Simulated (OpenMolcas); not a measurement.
An OpenMolcas run meant for Ar6+ (ANO-L-VDZP, non-relativistic; inactive shells 1s 2s 2p; intended active space 2 electrons in 4 orbitals (3s 3p)). One step of its input:

```
&RASSCF
FileOrb=start.orb
Symmetry=1
Spin=3
nActEl=2 0 0
Inactive=2 3
Ras2=1 3
CIRoot=3 3 1
SDav=3
CIMx=300
Iter=63 100
PrWF=0.3
OrbListing=Nothing
MaxOrb=0
Atom
Thrs=1.0e-2 5.0e-1 5.0e-1
```

The run finished. Its levels beside those of a sound run (CASSCF), in cm-1 above each run's lowest level:

```
      Level  This run  Usual run
    3s2 1S0       0.0        0.0
3s 3p 3P* 0     99255     108489
3s 3p 3P* 1     99973     109207
3s 3p 3P* 2    101451     110685
3s 3p 1P* 1    172693     181928
```

Which setting is unsound, and how much does it matter here?

The convergence thresholds are far too loose, so the orbitals stop early. Against the sound run the excited levels shown move by 9200 cm-1 on average and by 9200 cm-1 at most.

The basis is small and was not contracted for so high a charge. Only configurations of the active space appear.

* marks odd parity.
